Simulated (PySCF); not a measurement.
How methods differ on the ionisation energy of Br²⁺

Br²⁺ [Ar] 3d10 4s2 4p3 (4S) → Br³⁺ [Ar] 3d10 4s2 4p2 (3P), as a difference of total energies. Calculation: PySCF 2.14, in def2-TZVPPD (7s6p5d1f, 57 functions); no relativity, point nucleus. Correlated levels: valence: [Ar] 3d10 frozen. The calculations carry no spin-orbit coupling.

| method | ionisation energy (eV) |
| --- | --- |
| UHF | 34.588 |
| MP2 (valence) | 35.112 |
| SCS-MP2 (valence) | 34.957 |
| CCSD (valence) | 35.070 |
| CCSD(T) (valence) | 35.096 |

Question: How much does correlation contribute at CCSD(T) (valence)?

Answer: 35.096 − (34.588) = 0.508 eV, measured against UHF.

A first-order spin-orbit estimate (lowest level to lowest level, LS coupling) adds -0.390 eV.

These non-relativistic numbers lack the scalar-relativistic shift.

Errors of the correlated levels include the incompleteness of this basis and the frozen core.

For comparison: 34.871 ± 0.019 eV (measured; NIST Atomic Spectra Database, ionization energies).
